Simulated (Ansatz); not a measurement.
BH7OSSi2, SMILES `BO[SiH2]S[SiH3]`. Total charge 0; spin multiplicity 1. Geometry: relaxed with PBE0-D4/def2-TZVP. It is one conformer, not always the lowest.

```xyz
12

B     1.182    1.800    0.607
O     1.643    0.538    0.500
Si    1.232   -0.839   -0.309
S    -0.365   -0.580   -1.685
Si   -1.961   -0.627   -0.255
H     1.768    2.545    1.340
H     0.217    2.148   -0.017
H     0.867   -1.838    0.722
H     2.411   -1.258   -1.095
H    -2.371   -2.026    0.023
H    -3.094    0.125   -0.844
H    -1.530    0.012    1.014
```

(1) What is the dipole moment at B3LYP/def2-TZVPP? (Best estimate.)

(2) And with PBE, r2SCAN, ωB97M-V? (Estimate.)

(3) Give the Mulliken charges with B3LYP, r2SCAN, PBE in def2-TZVPP. (Best estimate.)

## Answers

(1) Ansatz gave: 0.94 D, with components (-0.56, -0.69, 0.30) D in this frame, pointing from negative to positive charge.

(2) Ansatz gave: PBE 0.96 D, r2SCAN 0.93 D, ωB97M-V 0.94 D.

(3) Ansatz gave: 
```json
{"atom": "B1", "B3LYP": "0.07", "r2SCAN": "0.17", "PBE": "0.06"}
{"atom": "O2", "B3LYP": "-0.31", "r2SCAN": "-0.34", "PBE": "-0.22"}
{"atom": "Si3", "B3LYP": "0.47", "r2SCAN": "0.50", "PBE": "0.39"}
{"atom": "S4", "B3LYP": "-0.31", "r2SCAN": "-0.32", "PBE": "-0.26"}
{"atom": "Si5", "B3LYP": "0.30", "r2SCAN": "0.34", "PBE": "0.24"}
{"atom": "H6", "B3LYP": "0.01", "r2SCAN": "-0.03", "PBE": "-0.01"}
{"atom": "H7", "B3LYP": "0.01", "r2SCAN": "-0.02", "PBE": "-0.01"}
{"atom": "H8", "B3LYP": "-0.06", "r2SCAN": "-0.06", "PBE": "-0.05"}
{"atom": "H9", "B3LYP": "-0.06", "r2SCAN": "-0.06", "PBE": "-0.05"}
{"atom": "H10", "B3LYP": "-0.05", "r2SCAN": "-0.06", "PBE": "-0.04"}
{"atom": "H11", "B3LYP": "-0.04", "r2SCAN": "-0.05", "PBE": "-0.03"}
{"atom": "H12", "B3LYP": "-0.05", "r2SCAN": "-0.06", "PBE": "-0.03"}
```

B3LYP here is the variant with VWN-RPA as its local correlation; programs differ in this.
